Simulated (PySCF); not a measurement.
# Atomic charges by several schemes

Species: C4H8FNSi2.
Geometry (GFN2-xTB, Å), atoms numbered from 1 in this order:
```xyz
16
C4H8FNSi2 angstrom
N      3.5942   -1.1569    1.3074
C      2.7118   -0.9359    0.6106
Si     1.3107   -0.4976   -0.5382
Si     0.4476    1.6553   -0.4516
C     -1.2418    1.0583    0.2288
C     -1.4877   -0.3992   -0.1743
C     -0.3035   -1.2901    0.1919
F     -0.2007   -1.3445    1.5785
H      1.6370   -1.2021   -1.7871
H      1.0772    2.6278    0.4428
H      0.2759    2.2709   -1.7744
H     -2.0731    1.6757   -0.1122
H     -1.2352    1.1172    1.3190
H     -2.3889   -0.7739    0.3199
H     -1.6412   -0.4735   -1.2544
H     -0.4901   -2.3226   -0.1229
```

Density: PBE0/pcSseg-1 (PySCF); schemes: Mulliken, IAO, Hirshfeld and ESP-fitted. Geometry: GFN2-xTB, one conformer, isolated molecule.

Task: At which atom do the 4 schemes differ most?

Result: At Si3: from +0.121 (ESP-fitted) to +0.554 e (IAO), 0.433 e apart.

Task: For which atoms does the sign change between the 4 schemes (beyond +0.03 e in one, beyond −0.03 e in another)?

Result: C2 and C7.

Task: Which atoms carry the highest charge in the Mulliken, IAO, Hirshfeld and ESP-fitted schemes?

Result: The schemes don't all agree: Mulliken Si3 (+0.527); IAO Si3 (+0.554); Hirshfeld Si3 (+0.296); ESP-fitted Si4 (+0.287).

Task: Tabulate the Mulliken, IAO, Hirshfeld and ESP-fitted charges.

Result: In e:

| atom | environment | Mulliken | IAO | Hirshfeld | ESP-fitted |
| --- | --- | --- | --- | --- | --- |
| N1 | cyano nitrogen | -0.202 | -0.192 | -0.197 | -0.405 |
| C2 | cyano carbon | -0.180 | -0.135 | -0.038 | +0.247 |
| Si3 | SiH silicon | +0.527 | +0.554 | +0.296 | +0.121 |
| Si4 | SiH2 silicon | +0.353 | +0.460 | +0.266 | +0.287 |
| C5 | sp3 carbon bound to silicon | -0.507 | -0.528 | -0.155 | -0.199 |
| C6 | ring CH2 carbon | -0.252 | -0.265 | -0.077 | -0.112 |
| C7 | sp3 C–F carbon | -0.069 | -0.063 | -0.017 | +0.114 |
| F8 | alkyl fluorine | -0.332 | -0.326 | -0.111 | -0.229 |
| H9 | Si–H hydrogen | -0.016 | -0.081 | -0.059 | -0.036 |
| H10 | Si–H hydrogen | -0.022 | -0.083 | -0.061 | -0.065 |
| H11 | Si–H hydrogen | -0.037 | -0.097 | -0.071 | -0.081 |
| H12 | methylene hydrogen | +0.155 | +0.157 | +0.045 | +0.073 |
| H13 | methylene hydrogen | +0.165 | +0.160 | +0.042 | +0.087 |
| H14 | methylene hydrogen | +0.146 | +0.155 | +0.048 | +0.073 |
| H15 | methylene hydrogen | +0.134 | +0.137 | +0.046 | +0.062 |
| H16 | methine hydrogen | +0.138 | +0.149 | +0.044 | +0.063 |

Mean size of the charges over all atoms: IAO 0.221 e, Mulliken 0.202 e, ESP-fitted 0.141 e, Hirshfeld 0.098 e. Each set sums to the total charge, 0, to within 0.001 e. The Mulliken scheme counts on each atom the diagonal of the density matrix times the overlap matrix over that atom's basis functions.

Task: Sum the charges by element, for elements with more than one atom.

Result: 
```json
{"element": "C", "atoms": "4", "Mulliken": "-1.008", "IAO": "-0.991", "Hirshfeld": "-0.288", "ESP-fitted": "+0.051"}
{"element": "Si", "atoms": "2", "Mulliken": "+0.879", "IAO": "+1.014", "Hirshfeld": "+0.562", "ESP-fitted": "+0.408"}
{"element": "H", "atoms": "8", "Mulliken": "+0.662", "IAO": "+0.496", "Hirshfeld": "+0.034", "ESP-fitted": "+0.176"}
```

Task: How many electrons does the Mulliken scheme count on C5?

Result: Z − q = 6 − (-0.507) = 6.507.

These values come from a run that also computed NMR shieldings. Hardware: an Arm Neoverse V1 with one thread, shared host with 32 logical CPUs at a one-minute load of 21. Cost: 74 s of wall time (grids of density and orbitals included), 0.77 GiB resident at most.
